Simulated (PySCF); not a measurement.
C3H6FGa, SMILES C=[CH][Ga]([CH3])[F].

The structure is a stationary point at ωB97X-D3(BJ)/def2-SVP. The structure was generated by enumeration; whether it is a known compound was not checked. Other conformers were not sampled.

Calculation: r2SCAN/def2-TZVP (PySCF).

The molecule is in vacuum.

Computed frontier levels, gap, dipole moment and polarisability:
| Quantity | Value |
|---|---|
| highest occupied level | -7.03 eV |
| lowest empty level | -2.05 eV |
| orbital gap | 4.97 eV |
| dipole moment | 2.86 D |
| quadrupole, principal values (traceless, Buckingham form, about the centre of nuclear charge) | -6.50, 2.35, 4.15 D·Å |
| mean static polarisability | 62.0 bohr³ (9.19 Å³) |
| polarisability, principal values | 43.3, 64.6, 78.2 bohr³ |
